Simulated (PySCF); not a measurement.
Spinor energies of Cu⁸⁺ (copper, charge +8)

Start: [Ar] 3d3; 3d3/2 filled at m_j = -1/2, +1/2, +3/2. Calculated with PySCF 2.14 in an even-tempered Gaussian basis (17 s from 0.43 bohr⁻², ratio 2.8; 12 p from 0.56 bohr⁻², ratio 2.8; 8 d from 0.56 bohr⁻², ratio 2.8; 4 f from 2.1 bohr⁻², ratio 3): generalised Hartree-Fock with the X2C-1e Hamiltonian and a Gaussian nucleus; one run each with spin-orbit coupling (SO) switched off, then screened by Boettger's factors.

| spinor shell | electrons | ε, spin-free (eV) | ε, screened SO (eV) | weight of nominal j (screened SO) | rms radius, screened SO (bohr) |
| --- | --- | --- | --- | --- | --- |
| 1s1/2 | 2 | -9248.0 | -9247.8 | 1.000 | 0.0602 |
| 2s1/2 | 2 | -1338.8 | -1338.7 | 1.000 | 0.254 |
| 2p1/2 | 2 | -1178.9 | -1194.2 | 0.983 | 0.226 |
| 2p3/2 | 4 | -1178.9 | -1171.4 | 0.992 | 0.228 |
| 3s1/2 | 2 | -322.58 | -322.55 | 1.000 | 0.712 |
| 3p1/2 | 2 | -269.93 | -273.45 | 0.638 | 0.727 |
| 3d3/2 | 3 | -200.75 | -200.83 | 0.637 | 0.727 |

Where does 3p3/2 lie, and what is the 3p spin-orbit splitting (screened SO)?

At -268.17 eV, 5.284 eV above 3p1/2.

| quantity | spin-free | screened SO |
| --- | --- | --- |
| E (hartree) | -1631.09538 | -1631.14930 |
| M_J | 3/2 | 3/2 |
| ⟨J²⟩ | 6.753 | 6.492 |
| ⟨L²⟩ | 12.003 | 11.982 |
| ⟨S²⟩ | 3.751 | 3.740 |

The determinant has a definite M_J but mixes levels of different J.

Each row is a mean over spinors that exchange with the open shell spreads, by up to 16.491 eV (3p1/2).

Rows whose weight is well below 1 are mixtures of j = l ± 1/2: exchange outweighs spin-orbit coupling there, and the label is only the starting occupation.

Without spin-orbit coupling the j labels of p, d and f shells carry no meaning; the spin-free column gives the mean over the occupied spinors of each nl shell, and its ⟨J²⟩ belongs to a mixture of degenerate components.
